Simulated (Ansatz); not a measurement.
`NB(F)Br` + HCl → `FB(Cl)Br` + NH₃  (ligand exchange at a B–N bond)

Computed with Ansatz on PBE0-D4/def2-TZVP structures; ΔE is electronic, products minus reactants. CCSD(T)/CBS is the MP2 limit (def2-TZVPP, def2-QZVPP) plus CCSD(T) − MP2 in def2-TZVPP, frozen cores. This one scheme is used for every species. Functionals use def2-TZVPP. For Br outer-core shells are correlated without core-valence functions, which leaves a few kJ/mol of doubt a bond. Scalar relativity is left out up to krypton. One conformer a species, not always the lowest.

CCSD(T)/CBS gives +0.46 eV.

Question: Another level gave +0.47 eV. Which?
A. B2PLYP/def2-TZVPP
B. LDA (SPW92)/def2-TZVPP
C. HF/def2-TZVPP
D. PBE-D4/def2-TZVPP

Answer: A. B2PLYP 0.47, PBE-D4 0.41, LDA (SPW92) 0.52, HF/def2-TZVPP 0.57 eV.

Largest T1 diagnostic among the species: 0.010.

From PBE to PBE0 (25 % exact exchange), in def2-TZVPP and without D4, ΔE moves by +0.05 eV. At CCSD(T), def2-SVP lies +0.04 eV from the extrapolated value and def2-TZVPP +0.01 eV. In def2-TZVPP, CCSD(T) changes the Hartree–Fock value by −0.10 eV (the triples alone add −0.03 eV) and MP2 by −0.14 eV.
